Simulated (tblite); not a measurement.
Record of a relaxation.

Species: C6H8F2O.
Atom-mapped SMILES: `[F:1][CH2:2][CH2:3][C@@:4]1([F:5])[CH:6]=[CH:7][O:8][CH2:9]1` (hydrogens: H10, H11 on C2; H12, H13 on C3; H14 on C6; H15 on C7; H16, H17 on C9)

Computed with GFN2-xTB (tblite), gas phase: L-BFGS steps from a force-field or distance-geometry start until the largest atomic force falls under 0.01 eV/Å. 8 of its 65 geometries are shown.

Step 0: E = -828.3300 eV, largest atomic force 1.619 eV/Å
```
atom  x, y, z in Å  |  force x, y, z in eV/Å
F1      1.773   -1.772    0.360    0.035  -0.485   0.099
C2      2.154   -0.469    0.249    0.504   0.066   0.507
C3      1.127    0.302   -0.520   -0.318   0.507  -0.410
C4     -0.201    0.414    0.226    0.035  -0.848  -0.350
F5      0.043    1.005    1.441    0.320   0.410   0.736
C6     -1.257    1.169   -0.488   -0.196   0.677  -0.544
C7     -2.387    0.489   -0.434   -0.919  -0.792   0.573
O8     -2.335   -0.720    0.230    0.946   1.082  -0.745
C9     -0.918   -0.933    0.463   -0.784  -0.033   0.413
H10     3.117   -0.462   -0.257    0.225  -0.044  -0.194
H11     2.299   -0.078    1.266   -0.168  -0.059  -0.058
H12     1.506    1.311   -0.705   -0.006   0.003   0.065
H13     0.955   -0.171   -1.488   -0.062  -0.045  -0.010
H14    -1.122    2.149   -0.920    0.024  -0.259   0.118
H15    -3.366    0.775   -0.793    0.146  -0.134   0.052
H16    -0.603   -1.705   -0.230    0.197  -0.125  -0.152
H17    -0.793   -1.292    1.489    0.020   0.080  -0.102
```

Step 9: E = -828.4344 eV, largest atomic force 0.083 eV/Å
```
atom  x, y, z in Å  |  force x, y, z in eV/Å
F1      1.820   -1.801    0.373   -0.011  -0.043  -0.041
C2      2.174   -0.478    0.253   -0.030  -0.037  -0.012
C3      1.124    0.301   -0.529   -0.035  -0.030  -0.005
C4     -0.206    0.404    0.214   -0.080   0.021   0.006
F5      0.076    1.018    1.448    0.000   0.013   0.017
C6     -1.278    1.187   -0.495    0.061   0.037  -0.029
C7     -2.414    0.501   -0.416   -0.052  -0.013  -0.057
O8     -2.315   -0.705    0.178    0.006  -0.039  -0.015
C9     -0.937   -0.927    0.462    0.025  -0.031  -0.006
H10     3.138   -0.469   -0.264    0.026   0.064   0.002
H11     2.276   -0.090    1.268    0.028   0.034   0.044
H12     1.498    1.313   -0.690    0.053   0.006  -0.008
H13     0.949   -0.170   -1.495    0.009  -0.027  -0.066
H14    -1.116    2.157   -0.918   -0.041  -0.016   0.057
H15    -3.399    0.747   -0.775    0.065   0.034   0.036
H16    -0.574   -1.705   -0.215    0.015  -0.013   0.023
H17    -0.823   -1.271    1.490   -0.039   0.039   0.052
```

Step 18: E = -828.4443 eV, largest atomic force 0.075 eV/Å
```
atom  x, y, z in Å  |  force x, y, z in eV/Å
F1      1.855   -1.819    0.341   -0.004  -0.034  -0.039
C2      2.175   -0.485    0.247   -0.001  -0.011   0.002
C3      1.123    0.287   -0.537   -0.038   0.027  -0.014
C4     -0.207    0.402    0.206   -0.048   0.045   0.026
F5      0.081    1.024    1.436    0.013  -0.009   0.017
C6     -1.281    1.188   -0.494    0.008   0.049   0.022
C7     -2.415    0.497   -0.428   -0.004  -0.014  -0.044
O8     -2.309   -0.727    0.125   -0.016   0.004   0.034
C9     -0.940   -0.926    0.468    0.011  -0.012  -0.013
H10     3.143   -0.433   -0.258    0.048  -0.014  -0.004
H11     2.259   -0.107    1.268   -0.001   0.003   0.050
H12     1.516    1.292   -0.694   -0.027   0.063  -0.030
H13     0.951   -0.179   -1.506   -0.004  -0.040  -0.026
H14    -1.143    2.179   -0.873    0.028   0.006   0.014
H15    -3.401    0.767   -0.765    0.039  -0.032  -0.017
H16    -0.542   -1.724   -0.161   -0.001  -0.051   0.021
H17    -0.872   -1.223    1.516   -0.003   0.019   0.003
```

Step 27: E = -828.4519 eV, largest atomic force 0.064 eV/Å
```
atom  x, y, z in Å  |  force x, y, z in eV/Å
F1      1.879   -1.827    0.263   -0.003  -0.018   0.002
C2      2.175   -0.484    0.234    0.013  -0.011  -0.002
C3      1.117    0.286   -0.547   -0.026   0.011  -0.002
C4     -0.205    0.404    0.212   -0.025   0.025   0.029
F5      0.100    1.013    1.445    0.027  -0.002  -0.006
C6     -1.280    1.203   -0.472    0.003  -0.006   0.003
C7     -2.404    0.495   -0.452    0.011  -0.021  -0.004
O8     -2.296   -0.740    0.079   -0.031  -0.011   0.027
C9     -0.942   -0.922    0.485   -0.022   0.002   0.005
H10     3.157   -0.400   -0.238    0.021   0.032  -0.051
H11     2.233   -0.147    1.272   -0.037  -0.002   0.023
H12     1.491    1.294   -0.732    0.035   0.014   0.017
H13     0.942   -0.203   -1.506   -0.040  -0.008  -0.008
H14    -1.143    2.206   -0.818    0.020  -0.027  -0.005
H15    -3.388    0.752   -0.805    0.047  -0.001  -0.020
H16    -0.527   -1.759   -0.081    0.030   0.034   0.006
H17    -0.916   -1.161    1.551   -0.024  -0.011  -0.012
```

Step 37: E = -828.4570 eV, largest atomic force 0.033 eV/Å
```
atom  x, y, z in Å  |  force x, y, z in eV/Å
F1      1.910   -1.837    0.196   -0.006  -0.011  -0.006
C2      2.169   -0.487    0.216    0.021  -0.011   0.004
C3      1.101    0.284   -0.549    0.015  -0.007   0.002
C4     -0.205    0.409    0.239    0.008   0.006   0.003
F5      0.129    1.014    1.463   -0.022   0.015   0.015
C6     -1.274    1.209   -0.449   -0.001  -0.001  -0.014
C7     -2.389    0.487   -0.475    0.014  -0.016   0.008
O8     -2.285   -0.748    0.056   -0.027  -0.018  -0.008
C9     -0.945   -0.915    0.514   -0.027   0.014  -0.004
H10     3.153   -0.357   -0.243    0.013   0.005  -0.015
H11     2.199   -0.183    1.266    0.018  -0.013   0.006
H12     1.481    1.288   -0.746   -0.013   0.004   0.016
H13     0.900   -0.209   -1.501   -0.015   0.006  -0.006
H14    -1.127    2.210   -0.793   -0.001   0.025  -0.014
H15    -3.358    0.738   -0.869    0.014  -0.013   0.004
H16    -0.501   -1.757   -0.020   -0.008   0.011   0.018
H17    -0.964   -1.134    1.585    0.015   0.003  -0.010
```

Step 46: E = -828.4583 eV, largest atomic force 0.026 eV/Å
```
atom  x, y, z in Å  |  force x, y, z in eV/Å
F1      1.921   -1.844    0.169   -0.006  -0.008  -0.017
C2      2.174   -0.493    0.208   -0.007  -0.001   0.004
C3      1.097    0.285   -0.540    0.015   0.006   0.001
C4     -0.207    0.413    0.249    0.008   0.002  -0.005
F5      0.118    1.023    1.471    0.010   0.009   0.009
C6     -1.272    1.209   -0.452   -0.006   0.000   0.007
C7     -2.384    0.483   -0.487   -0.007  -0.011   0.016
O8     -2.284   -0.749    0.052   -0.018  -0.017  -0.008
C9     -0.949   -0.910    0.525   -0.011   0.009  -0.001
H10     3.155   -0.349   -0.256   -0.018  -0.007  -0.005
H11     2.211   -0.209    1.263    0.005   0.010   0.001
H12     1.476    1.289   -0.733    0.008   0.005   0.002
H13     0.883   -0.202   -1.493    0.024   0.010   0.000
H14    -1.128    2.211   -0.796    0.008   0.003  -0.013
H15    -3.349    0.729   -0.891    0.001  -0.007  -0.003
H16    -0.497   -1.754    0.002   -0.002  -0.002   0.009
H17    -0.974   -1.121    1.597   -0.004  -0.003   0.004
```

Step 55: E = -828.4590 eV, largest atomic force 0.020 eV/Å
```
atom  x, y, z in Å  |  force x, y, z in eV/Å
F1      1.917   -1.847    0.148    0.001  -0.009   0.000
C2      2.175   -0.497    0.203   -0.009  -0.004  -0.002
C3      1.098    0.290   -0.534    0.008   0.006  -0.003
C4     -0.209    0.416    0.254    0.007  -0.002  -0.012
F5      0.116    1.029    1.475    0.005  -0.004   0.000
C6     -1.274    1.208   -0.451    0.005  -0.006  -0.015
C7     -2.384    0.479   -0.492   -0.001  -0.009   0.006
O8     -2.284   -0.752    0.050   -0.004  -0.008   0.003
C9     -0.951   -0.906    0.534    0.001   0.001  -0.001
H10     3.152   -0.350   -0.268   -0.009  -0.010   0.012
H11     2.221   -0.225    1.261   -0.005   0.005  -0.007
H12     1.480    1.296   -0.717   -0.005   0.013   0.005
H13     0.891   -0.187   -1.493   -0.014   0.014   0.003
H14    -1.128    2.206   -0.805    0.002   0.005   0.003
H15    -3.348    0.719   -0.903    0.007   0.002   0.001
H16    -0.496   -1.755    0.021    0.004  -0.002   0.001
H17    -0.986   -1.111    1.607    0.004   0.007   0.005
```

Step 64: E = -828.4595 eV, largest atomic force 0.010 eV/Å
```
atom  x, y, z in Å  |  force x, y, z in eV/Å
F1      1.908   -1.851    0.133   -0.004  -0.003   0.003
C2      2.172   -0.503    0.197   -0.005  -0.001  -0.004
C3      1.099    0.297   -0.532    0.001   0.004  -0.001
C4     -0.208    0.416    0.255    0.000   0.006  -0.003
F5      0.117    1.033    1.474   -0.003   0.003   0.003
C6     -1.273    1.204   -0.454   -0.003   0.004  -0.002
C7     -2.381    0.472   -0.496   -0.002  -0.003   0.002
O8     -2.280   -0.756    0.050    0.001  -0.003  -0.001
C9     -0.950   -0.905    0.541    0.003   0.003   0.001
H10     3.150   -0.360   -0.272   -0.002   0.002   0.004
H11     2.218   -0.236    1.257   -0.003  -0.008  -0.005
H12     1.482    1.306   -0.697    0.006   0.001  -0.001
H13     0.890   -0.162   -1.500    0.001  -0.004   0.004
H14    -1.128    2.201   -0.812    0.001   0.006   0.000
H15    -3.343    0.711   -0.911    0.000  -0.006   0.000
H16    -0.491   -1.759    0.040    0.004   0.002  -0.003
H17    -0.990   -1.096    1.616    0.004  -0.003   0.004
```

**Question.** Summarise the path.

**Answer.** The energy falls by 12.50 kJ/mol from step 0 to step 64; nine tenths of that is first reached at step 21. It falls at every step. The largest force goes from 1.619 to 0.010 eV/Å. Among the bonds C7–O8 changes most (a near tie, within 0.001 Å, with another), from 1.380 to 1.348 Å; the atoms move by 0.154 Å rms after alignment.

The cost below is that of the whole relaxation. Hardware: Arm Neoverse V1, one thread (shared host). Cost: 0.38 s wall.
